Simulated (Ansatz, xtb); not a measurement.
# Ligand exchange: C2H3Cl3 + CH7ClSi2 → C2H4Cl2 + CH6Cl2Si2

Gas-phase species: C2H3Cl3 (1,1,2-trichloroethane) `ClCC(Cl)Cl`, singlet; CH7ClSi2 `C[SiH2][SiH2]Cl`, singlet; C2H4Cl2 (1,1-dichloroethane) `CC(Cl)Cl`, singlet; CH6Cl2Si2 `C[SiH2][SiH](Cl)Cl`, singlet. The partners trade Cl for H: C–Cl and Si–H bonds give way to C–H and Si–Cl.

Shapes, held fixed at every level: PBE0-D4/def2-TZVP. Flexible molecules stand in one conformer, not always the lowest. Programs: Ansatz 0.2.0, xtb 6.7.1. Electronic energies: no zero-point or thermal term.

| level | kind | ΔE (kJ/mol) | less CCSD(T)/CBS estimate |
| --- | --- | --- | --- |
| GFN0-xTB | semi-empirical | -76.4 | +97.4 |
| PBE-D4/def2-TZVPP | GGA | -170.4 | +3.4 |
| r2SCAN-D4/def2-TZVPP | meta-GGA | -177.8 | -4.0 |
| PBE0-D4/def2-TZVPP | global hybrid | -174.2 | -0.4 |
| wB97M-V/def2-TZVPP | range-separated hybrid | -175.7 | -1.9 |
| wB97X-V/def2-TZVPP | range-separated hybrid | -171.8 | +2.0 |
| CCSD/def2-TZVPP | coupled cluster or CI | -171.4 | +2.4 |
| CCSD(T)/CBS estimate | coupled cluster or CI | -173.8 | 0.0 |

The highest level, CCSD(T)/CBS estimate, gives ΔE = -173.8 kJ/mol; the levels span -177.8 to -76.4. GFN0-xTB strays far from the other rows. The column of differences is taken from that level and isn't an error. No measured value is set beside it here. The CBS estimate extrapolates MP2 from def2-TZVPP and def2-QZVPP and adds CCSD(T) − MP2 in the triple-zeta set, cores frozen.
